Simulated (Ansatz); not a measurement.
## Ligand exchange: SnH3(SH) + C2H4S → SnH2(SH)2 + C2H4

Species: SnH3(SH), singlet; C2H4S `C=CS`, singlet; SnH2(SH)2, singlet; C2H4 (ethylene) `C=C`, singlet. The partners trade H for SH: Sn–H and C–SH bonds give way to Sn–SH and C–H.

Shapes, held fixed at every level: PBE0-D4/def2-TZVP. Flexible molecules stand in one conformer, not always the lowest. Programs: Ansatz 0.2.0. Electronic energies: no zero-point or thermal term.

| level | kind | ΔE (kJ/mol) | less CCSD(T)/def2-TZVPP |
| --- | --- | --- | --- |
| HF/def2-TZVPP | Hartree–Fock | -109.9 | -7.9 |
| B3LYP-D4/def2-TZVPP | global hybrid | -101.7 | +0.3 |
| PBE0-D4/def2-TZVPP | global hybrid | -98.7 | +3.3 |
| wB97M-V/def2-TZVPP | range-separated hybrid | -101.4 | +0.6 |
| B2PLYP/def2-TZVPP | double hybrid | -102.5 | -0.5 |
| MP2/def2-TZVPP | perturbation theory | -104.8 | -2.8 |
| CCSD(T)/def2-TZVPP | coupled cluster or CI | -102.0 | 0.0 |

The highest level, CCSD(T)/def2-TZVPP, gives ΔE = -102.0 kJ/mol; the levels span -109.9 to -98.7. The column of differences is taken from that level and isn't an error. No measured value is set beside it here. For atoms past krypton def2 sets carry core potentials with scalar relativity. Outer-core shells of Sn are correlated in most correlated rows, in sets that cover them unevenly.
